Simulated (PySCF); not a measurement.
Give a PBE0-D3(BJ)/def2-SVP geometry of `n1ccn[n]1[GeH3]`.

```xyz
11
C2H5GeN3 angstrom
Ge     1.5045    0.0366   -0.1797
N     -0.3721    0.0981   -0.0417
N     -1.1669   -0.2260   -1.0480
C     -2.3893   -0.1443   -0.5386
C     -2.2772    0.2364    0.8109
N     -0.9887    0.3790    1.0943
H      1.8222    0.3788   -1.6356
H      1.9410   -1.3867    0.1873
H      2.0245    1.0730    0.8168
H     -3.2710   -0.3519   -1.1417
H     -3.0463    0.4108    1.5607
```

Any rigid rotation of these coordinates is as good. Atoms count from 1 in this order. Ge1 (germanium bonded to N and 3 H) is distorted tetrahedral (angles from 105.6° to 113.5°). N3 (pyridine-type nitrogen) is bent (angle 104.3°). N2 (pyrrole-type nitrogen) is planar (angles 122.4°, 122.3° and 115.2°, sum 359.8°, 0.03 Å off the plane of its three neighbours). The 5-membered ring N2–N3–C4–C5–N6 has internal angles of 104.3° to 115.2°; it is planar, 0.00 Å rms from its mean plane, widest ring torsion 0°.

Bonds between heavy atoms (Å): Ge1–N2 1.883, N2–N3 1.323, N3–C4 1.327, C4–C5 1.407, C5–N6 1.327, N2–N6 1.323.

Method: PBE0-D3(BJ)/def2-SVP geometry optimisation, gas phase in PySCF.

Point group: Cs (every atom within 0.08 Å of its image). No PBE0-D3(BJ)/def2-SVP frequencies stand behind this structure, so it isn't proved a minimum.
